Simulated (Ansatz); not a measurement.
```xyz
9

C     0.2774    1.0784    1.3201
O     0.0534    0.2068    0.2512
Zr   -0.2468   -0.9601   -1.1753
Cl    1.0568   -2.8765   -0.8405
Cl    0.3744    0.1279   -3.1539
Cl   -2.5248   -1.5031   -1.2095
H     1.0481    0.6674    1.9765
H     0.6077    2.0490    0.9422
H    -0.6461    1.2101    1.8891
```

Total charge 0; spin multiplicity 1. Zr: def2 effective core potential.

(1) List the B3LYP/def2-TZVPP orbital energies in eV (Ansatz). (Best estimate.)

Answers

(1) Computed: Occupied: -2762.41, -2762.40, -2762.40, -521.71, -278.93, -257.17, -257.16, -257.16, -196.12, -196.12, -196.12, -196.08, -196.08, -196.08, -196.08, -196.08, -196.08, -59.46, -36.33, -35.91, -35.91, -27.86, -22.09, -21.89, -21.89, -19.16, -13.70, -13.27, -13.27, -10.48, -10.33, -10.32, -9.92, -9.92, -9.44, -9.36, -9.36, -8.92, -8.89, -8.89. Lowest empty: -1.99, -1.99, -1.11, -1.08, -1.08, -0.54, 0.57, 0.77.

B3LYP here is the variant with VWN-RPA as its local correlation; programs differ in this.
